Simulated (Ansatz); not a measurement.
Au3S⁺. Total charge 1; triplet. Geometry r2SCAN-D4/def2-SVP; atoms count from 1.

```xyz
4

Au   -1.776    0.721    0.083
Au    2.021    0.357    1.248
Au   -0.459   -0.336   -1.868
S     0.215   -0.742    0.537
```

In the def2 sets Au takes a core potential; there is no spin–orbit coupling. At PBE0-D4/def2-TZVP a singlet of charge 1 lies 2.00 eV below the triplet, each at its own geometry. The structure comes from a short search, and lower isomers may exist.

Estimate the Mulliken populations from the PBE0/def2-TZVP orbitals of Ansatz.


```csv
atom,charge (e),spin (α − β),d electrons
Au1,0.42,0.46,9.66
Au2,0.53,0.13,9.65
Au3,0.41,0.48,9.67
S4,-0.36,0.93,–
```
Mulliken values depend strongly on the basis.

Where does the spin sit?

Summed by element: Au 1.07, S 0.93, of 2 unpaired in all. Largest on single atoms: S4 0.93, Au3 0.48, Au1 0.46.

And the Mayer bond orders between heavy atoms (over 0.3)?

Au1–Au3 0.82 (2.58 Å); Au1–S4 0.59 (2.51 Å); Au2–S4 1.10 (2.23 Å); Au3–S4 0.57 (2.53 Å).
